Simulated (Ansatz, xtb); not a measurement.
## Isomers of Al2F2H2N in order of energy

5 gas-phase structures of Al2F2H2N, found in a search over its isomers (lower ones may exist). Each was relaxed with GFN2-xTB; where two conformers were screened, the lower at r2SCAN-D4/def2-SVP is listed:

A. `[F][Al][NH][AlH][F]`, a doublet
B. `[F][AlH][N][AlH][F]`, a doublet
C. a doublet given by its coordinates
D. a doublet given by its coordinates
E. `[NH2][Al]([F])[Al][F]`, a doublet

D (Å):

```xyz
7

Al    0.1062    0.5034    0.0550
Al   -1.9447   -1.1715   -0.0054
F     1.2557    0.3559    1.2279
F     0.0957    1.8907   -0.8370
N    -0.3960   -1.0648   -0.8244
H    -1.4639    0.4344    0.8980
H     0.1144   -1.5933   -1.5205
```

Close contacts (Å): Al1–Al2 2.65, Al1–F3 1.65, Al1–F4 1.65, Al1–N5 1.87, Al2–N5 1.76, Al1–H6 1.78, Al2–H6 1.90, N5–H7 1.01.

C (Å):

```xyz
7

Al   -0.7911    1.5242   -0.4991
Al   -3.2057    2.2083    0.3658
F     0.6765    1.9098    0.1524
F    -4.5751    3.0548    0.7793
N    -2.1730    0.7296    0.3948
H    -2.3525   -0.1847    0.7997
H    -0.8003    1.5880   -2.0258
```

Close contacts (Å): Al1–Al2 2.65, Al1–F3 1.65, Al1–N5 1.83, Al2–F4 1.66, Al2–N5 1.80, Al1–H7 1.53, N5–H6 1.02.

Problem. Estimate their order in r2SCAN-D4/def2-SVP energy at these geometries, lowest first.

Solution. Calculated order at r2SCAN-D4/def2-SVP: D (0.000), A (0.227), C (0.608), E (0.967), B (1.292) eV. CCSD(T)/def2-SVP + ΔMP2/def2-TZVPP after further relaxation puts A lowest instead.

Energies above the lowest of each column, in eV; the last columns are at PBE0-D3(BJ)/def2-SVP geometries and were run for some of them only (a dash: not run or not comparable):

```json
{"structure": "D", "GFN2-xTB": "0.821", "HF/STO-3G": "1.191", "r2SCAN-D4/def2-SVP": "0.000", "PBE0-D3(BJ)/def2-SVP": "0.000", "CCSD(T)/def2-SVP + ΔMP2/def2-TZVPP": "0.076"}
{"structure": "A", "GFN2-xTB": "0.139", "HF/STO-3G": "1.047", "r2SCAN-D4/def2-SVP": "0.227", "PBE0-D3(BJ)/def2-SVP": "0.003", "CCSD(T)/def2-SVP + ΔMP2/def2-TZVPP": "0.000"}
{"structure": "C", "GFN2-xTB": "0.000", "HF/STO-3G": "2.097", "r2SCAN-D4/def2-SVP": "0.608", "PBE0-D3(BJ)/def2-SVP": "relaxes to A", "CCSD(T)/def2-SVP + ΔMP2/def2-TZVPP": "–"}
{"structure": "E", "GFN2-xTB": "1.257", "HF/STO-3G": "2.422", "r2SCAN-D4/def2-SVP": "0.967", "PBE0-D3(BJ)/def2-SVP": "–", "CCSD(T)/def2-SVP + ΔMP2/def2-TZVPP": "–"}
{"structure": "B", "GFN2-xTB": "0.897", "HF/STO-3G": "0.000", "r2SCAN-D4/def2-SVP": "1.292", "PBE0-D3(BJ)/def2-SVP": "–", "CCSD(T)/def2-SVP + ΔMP2/def2-TZVPP": "–"}
```

CCSD(T)/def2-SVP + ΔMP2/def2-TZVPP puts A lowest of those it was run on; GFN2-xTB picks C, HF/STO-3G picks B, r2SCAN-D4/def2-SVP picks D. CCSD(T)/def2-SVP + ΔMP2/def2-TZVPP orders those it was run on as A (0.000), D (0.076) eV. Some further structures that were screened fall inside this span and aren't listed. Flexible structures stand in one conformer each, not always the lowest. Frequencies (PBE0-D3(BJ)/def2-SVP) were run for A, D alone. Open shells are spin-unrestricted. ΔMP2 is the change of the MP2 energy from the smaller to the larger basis.

Over these structures GFN2-xTB departs from r2SCAN-D4/def2-SVP by 0.441 eV on average once a common shift is removed. A GFN2-xTB relaxation took about 0.33 s and the r2SCAN-D4/def2-SVP energy about 3.9 s on a shared host (Ansatz 0.2.0, xtb 6.7.1).
